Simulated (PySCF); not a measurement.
Molfile (atoms numbered from 1):
```
C8H20P
     RDKit          3D

 29 28  0  0  0  0  0  0  0  0999 V2000
    2.3129   -1.3470    0.2238 C   0  0  0  0  0  0  0  0  0  0  0  0
    0.8369   -1.3128    0.6003 C   0  0  0  0  0  0  0  0  0  0  0  0
   -0.1545   -0.1167   -0.3375 P   0  0  0  0  0  0  0  0  0  0  0  0
   -0.1860   -0.5983   -2.0734 C   0  0  0  0  0  0  0  0  0  0  0  0
    0.6068    1.5248   -0.2204 C   0  0  0  0  0  0  0  0  0  0  0  0
    0.6806    2.0813    1.1956 C   0  0  0  0  0  0  0  0  0  0  0  0
   -1.8516   -0.0775    0.3429 C   0  0  0  0  0  0  0  0  0  0  0  0
   -2.5225   -1.4469    0.2446 C   0  0  0  0  0  0  0  0  0  0  0  0
   -2.6816    1.0299   -0.3032 C   0  0  0  0  0  0  0  0  0  0  0  0
    2.4666   -1.6031   -0.8347 H   0  0  0  0  0  0  0  0  0  0  0  0
    2.8256   -2.1143    0.8206 H   0  0  0  0  0  0  0  0  0  0  0  0
    2.8146   -0.3894    0.4249 H   0  0  0  0  0  0  0  0  0  0  0  0
    0.6986   -1.0652    1.6662 H   0  0  0  0  0  0  0  0  0  0  0  0
    0.3642   -2.2966    0.4470 H   0  0  0  0  0  0  0  0  0  0  0  0
   -0.8102    0.1024   -2.6460 H   0  0  0  0  0  0  0  0  0  0  0  0
    0.8344   -0.5788   -2.4825 H   0  0  0  0  0  0  0  0  0  0  0  0
   -0.5947   -1.6133   -2.1777 H   0  0  0  0  0  0  0  0  0  0  0  0
    0.0327    2.1870   -0.8890 H   0  0  0  0  0  0  0  0  0  0  0  0
    1.6091    1.4307   -0.6704 H   0  0  0  0  0  0  0  0  0  0  0  0
    1.2679    1.4351    1.8647 H   0  0  0  0  0  0  0  0  0  0  0  0
   -0.3163    2.2194    1.6390 H   0  0  0  0  0  0  0  0  0  0  0  0
    1.1697    3.0653    1.1810 H   0  0  0  0  0  0  0  0  0  0  0  0
   -1.6953    0.1659    1.4097 H   0  0  0  0  0  0  0  0  0  0  0  0
   -1.9583   -2.2384    0.7581 H   0  0  0  0  0  0  0  0  0  0  0  0
   -2.6824   -1.7502   -0.8012 H   0  0  0  0  0  0  0  0  0  0  0  0
   -3.5127   -1.3958    0.7206 H   0  0  0  0  0  0  0  0  0  0  0  0
   -3.6753    1.0557    0.1673 H   0  0  0  0  0  0  0  0  0  0  0  0
   -2.8384    0.8512   -1.3780 H   0  0  0  0  0  0  0  0  0  0  0  0
   -2.2366    2.0271   -0.1754 H   0  0  0  0  0  0  0  0  0  0  0  0
  1  2  1  0
  2  3  1  0
  3  4  1  0
  3  5  1  0
  5  6  1  0
  3  7  1  0
  7  8  1  0
  7  9  1  0
  1 10  1  0
  1 11  1  0
  1 12  1  0
  2 13  1  0
  2 14  1  0
  4 15  1  0
  4 16  1  0
  4 17  1  0
  5 18  1  0
  5 19  1  0
  6 20  1  0
  6 21  1  0
  6 22  1  0
  7 23  1  0
  8 24  1  0
  8 25  1  0
  8 26  1  0
  9 27  1  0
  9 28  1  0
  9 29  1  0
M  CHG  1   3   1
M  END
```

Geometry: PBE0-D3(BJ)/def2-SVP; GIAO shifts from PySCF 2.14, gas phase, non-relativistic, averaged over equivalent atoms.

At PBE0/pcSseg-1 (260 basis functions, 55 s wall time on 1 thread of an AMD EPYC 7R13, shared host):
```tsv
atoms	δ (ppm)
C7	23.9
C8/C9	14.8
C2/C5	14.2
C1/C6	5.4
C4	-0.4
P3	14.9
H23	1.94
H14/H19	1.88
H13/H18	1.81
H15/H16/H17	1.50
H10/H11/H12/H20/H21/H22	1.31
H24/H25/H26/H27/H28/H29	1.31
```

Chemical shifts δ = σref − σ; 13C (σ = 184.41 ppm) and 1H (σ = 31.27 ppm) against TMS; 31P (σ = 310.13 ppm) against H3PO4, all at this level.

Question: Predict the values at mPW1PW91/pcSseg-1 on the same geometry.

Answer: 
```tsv
atoms	δ at mPW1PW91/pcSseg-1	change
C7	23.9	+0.0
C8/C9	14.9	+0.1
C2/C5	14.2	+0.0
C1/C6	5.6	+0.2
C4	-0.2	+0.2
P3	16.0	+1.1
H23	1.93	-0.01
H14/H19	1.88	+0.00
H13/H18	1.81	+0.00
H15/H16/H17	1.51	+0.01
H10/H11/H12/H20/H21/H22	1.32	+0.01
H24/H25/H26/H27/H28/H29	1.32	+0.01
```

δ = σ(ref) − σ, references computed at the same level: 13C (σref 183.54), 1H (σref 31.32) against TMS; H3PO4 for 31P (σref 308.48).

The largest change is at P3 (phosphorus bonded to 4 C). Cost: 260 basis functions, 53 s wall time on 1 thread of an AMD EPYC 7R13, shared host. The order of the carbon signals is the same at both levels.

Experimental scales use liquid or dissolved standards, which lie at an offset from isolated H3PO4.
